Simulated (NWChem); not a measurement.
Molecule: HTeSF; SMILES F[Te]S

```xyz
4

Te     0.3347     0.4067    -0.0066
F     -1.4299     1.2347    -0.0108
S     -0.2590    -1.8860    -0.0527
H     -0.3912    -2.0839     1.2813
```
Atoms are numbered in this order, from 1.

Computed with NWChem. Structure relaxed at the PBE0/def2-SVP level. Not confirmed as a minimum by frequencies. def2 effective core potentials on Te; no spin-orbit coupling. Ions are spin-unrestricted doublets at the neutral geometry; other ion states weren't tried.

### Question
What does the run give for CAM-B3LYP/def2-SVP? Quantities: vertical ionisation energy, ΔSCF (eV); −ε(HOMO) (eV).

### Answer
The vertical ionisation energy, ΔSCF (eV) comes out as 8.97 and the −ε(HOMO) (eV) comes out as 7.81.
